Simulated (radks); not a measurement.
Cd31+, 17 electrons, occupied as [Ne] 3s2 3p5. Calculated with a radial shooting solver on a logarithmic mesh with Libxc functionals: Dirac Kohn-Sham, BLYP, spin-unpolarised, spherical densities, finite nucleus; open shells fill j = l - 1/2 first; Fermi nuclear charge, rms radius 4.6087 fm.

Unscreened Slater integrals over Kohn-Sham orbitals (eV). Large and small components are both included. Empty in this configuration: 3d3/2.

integral          value
F0(3p3/2,3p3/2)  77.189
F2(3p3/2,3p3/2)  38.805
F0(3p3/2,3p1/2)  78.163
G2(3p3/2,3p1/2)  39.021
F0(3p3/2,3s1/2)  76.281
G1(3p3/2,3s1/2)  49.504
F0(3p3/2,2p3/2)  102.26
F2(3p3/2,2p3/2)  25.870
G0(3p3/2,2p3/2)  10.293
G2(3p3/2,2p3/2)  11.285
F0(3p3/2,3d3/2)  81.366
F2(3p3/2,3d3/2)  38.939
G1(3p3/2,3d3/2)  40.869
G3(3p3/2,3d3/2)  27.477
F0(3p1/2,3p1/2)  79.191
F0(3p1/2,3s1/2)  77.196
G1(3p1/2,3s1/2)  49.340
F0(3p1/2,2p3/2)  104.51
G2(3p1/2,2p3/2)  11.186
F0(3p1/2,3d3/2)  82.587
G1(3p1/2,3d3/2)  42.985
F0(3s1/2,3s1/2)  75.580
F0(3s1/2,2p3/2)  99.071
G1(3s1/2,2p3/2)  9.9913
F0(3s1/2,3d3/2)  80.354
G2(3s1/2,3d3/2)  31.124
F0(2p3/2,2p3/2)  215.55
F2(2p3/2,2p3/2)  102.68
F0(2p3/2,3d3/2)  112.09
F2(2p3/2,3d3/2)  34.398
G1(2p3/2,3d3/2)  31.630
G3(2p3/2,3d3/2)  18.249
F0(3d3/2,3d3/2)  88.490
F2(3d3/2,3d3/2)  45.622
